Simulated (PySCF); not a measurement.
The complex [Ni(NH3)6]2+ (charge +2) contains Ni(II), shell d8. The structure is a PBE0-D3(BJ)/def2-SVP, IEF-PCM water geometry optimised for multiplicity 3; coordination octahedral, point group S6, metal–donor distances 2.14 Å.

Method (PySCF 2.14, density fitting): CASSCF(8,5) with orbitals averaged over all microstates of the shell, strongly contracted NEVPT2 on the averaged canonical orbitals; basis x2c-TZVPall on the metal, x2c-SVPall elsewhere; spin-free X2C; IEF-PCM water; spin-orbit coupling by state interaction with the mean-field operator over all roots.

CASSCF energies above the lowest CASSCF root:

```csv
state,CASSCF / cm⁻¹
3Ag (from 3A2g),0
3Ag (from 3T2g),8518
3Eg (from 3T2g),8564
3Eg (from 3T1g),14550
3Ag (from 3T1g),14706
1Eg,18492
1Ag (from 1T2g),26172
1Eg (from 1T2g),26290
1Ag (from 1A1g),29752
3Ag (from 3T1g),29786
3Eg (from 3T1g),30081
1Ag (from 1T1g),32934
1Eg (from 1T1g),32972
1Eg,38768
1Eg (from 1T2g),39412
1Ag (from 1T2g),39563
1Ag (from 1A1g),72350
```

How does dynamic correlation (SC-NEVPT2) move these states?


```json
{"state": "3Ag (from 3A2g)", "NEVPT2 / cm⁻¹": "0", "shift / cm⁻¹": "0"}
{"state": "3Ag (from 3T2g)", "NEVPT2 / cm⁻¹": "11668", "shift / cm⁻¹": "+3149"}
{"state": "3Eg (from 3T2g)", "NEVPT2 / cm⁻¹": "11723", "shift / cm⁻¹": "+3159"}
{"state": "3Eg (from 3T1g)", "NEVPT2 / cm⁻¹": "19324", "shift / cm⁻¹": "+4774"}
{"state": "3Ag (from 3T1g)", "NEVPT2 / cm⁻¹": "19558", "shift / cm⁻¹": "+4852"}
{"state": "1Eg", "NEVPT2 / cm⁻¹": "16514", "shift / cm⁻¹": "-1978"}
{"state": "1Ag (from 1T2g)", "NEVPT2 / cm⁻¹": "27459", "shift / cm⁻¹": "+1287"}
{"state": "1Eg (from 1T2g)", "NEVPT2 / cm⁻¹": "27604", "shift / cm⁻¹": "+1314"}
{"state": "1Ag (from 1A1g)", "NEVPT2 / cm⁻¹": "28417", "shift / cm⁻¹": "-1335"}
{"state": "3Ag (from 3T1g)", "NEVPT2 / cm⁻¹": "31256", "shift / cm⁻¹": "+1471"}
{"state": "3Eg (from 3T1g)", "NEVPT2 / cm⁻¹": "31653", "shift / cm⁻¹": "+1572"}
{"state": "1Ag (from 1T1g)", "NEVPT2 / cm⁻¹": "33754", "shift / cm⁻¹": "+820"}
{"state": "1Eg (from 1T1g)", "NEVPT2 / cm⁻¹": "33798", "shift / cm⁻¹": "+827"}
{"state": "1Eg", "NEVPT2 / cm⁻¹": "42358", "shift / cm⁻¹": "+3590"}
{"state": "1Eg (from 1T2g)", "NEVPT2 / cm⁻¹": "42914", "shift / cm⁻¹": "+3502"}
{"state": "1Ag (from 1T2g)", "NEVPT2 / cm⁻¹": "43087", "shift / cm⁻¹": "+3524"}
{"state": "1Ag (from 1A1g)", "NEVPT2 / cm⁻¹": "68446", "shift / cm⁻¹": "-3904"}
```

NEVPT2 lifts 3Ag (from 3T2g) from 8518 to 11668 cm⁻¹; on the d shell alone it tends to overshoot states that fill the eg-type orbitals.
